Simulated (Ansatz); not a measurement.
Relaxation of BClH$_{5}$NO (9 atoms, charge 0, multiplicity 1), to a largest force component of 0.03 eV/Å in at most 50 steps.

All numbers below come from RKS PBE-D4/6-31G* in Ansatz.

```xyz
9
Properties=species:S:1:pos:R:3
B 0.017 0.402 -0.501
N -0.087 0.064 2.221
H -0.932 -0.192 2.743
H 0.672 0.143 2.906
O 1.256 0.000 -0.881
H 1.228 -0.875 -1.320
Cl -1.444 -0.523 -0.963
H -0.119 1.459 0.038
H -0.250 1.025 1.853
```

Q: Where does it end, and by what steps?

A: The forces met the threshold. After 17 steps the energy has fallen by 0.701 eV; H3 moved furthest, 1.18 Å. Joined: B1–N2 (2.74 → 1.70 Å).

| step | energy less start (eV) | largest force component (eV/Å) | accepted |
| --- | --- | --- | --- |
| 0 | 0.0000 | 0.576 | yes |
| 1 | -0.0667 | 0.683 | yes |
| 2 | -0.0805 | 1.616 | yes |
| 3 | -0.1326 | 0.583 | yes |
| 4 | -0.1923 | 0.795 | yes |
| 5 | -0.3475 | 0.842 | yes |
| 6 | -0.5514 | 0.788 | yes |
| 7 | -0.5712 | 1.499 | yes |
| 8 | -0.6050 | 0.990 | yes |
| 9 | -0.6522 | 0.290 | yes |
| 10 | -0.6785 | 0.098 | yes |
| 11 | -0.6755 | 0.736 | no |
| 12 | -0.6910 | 0.045 | yes |
| 13 | -0.6923 | 0.373 | yes |
| 14 | -0.6862 | 0.423 | no |
| 15 | -0.6997 | 0.068 | yes |
| 16 | -0.7009 | 0.046 | yes |
| 17 | -0.7011 | 0.021 | yes |

```xyz
9
Properties=species:S:1:pos:R:3
B 0.053 0.482 0.021
N -0.069 0.263 1.700
H -0.266 -0.721 1.930
H 0.821 0.528 2.143
O 1.191 -0.231 -0.421
H 0.931 -1.123 -0.723
Cl -1.610 -0.223 -0.548
H 0.115 1.688 -0.106
H -0.823 0.838 2.100
```

Whether the end is a true minimum wasn't checked by a vibrational analysis.

The run took 49 s on 1 thread of Arm Neoverse V2, with other jobs on the host, peak memory 0.15 GiB.
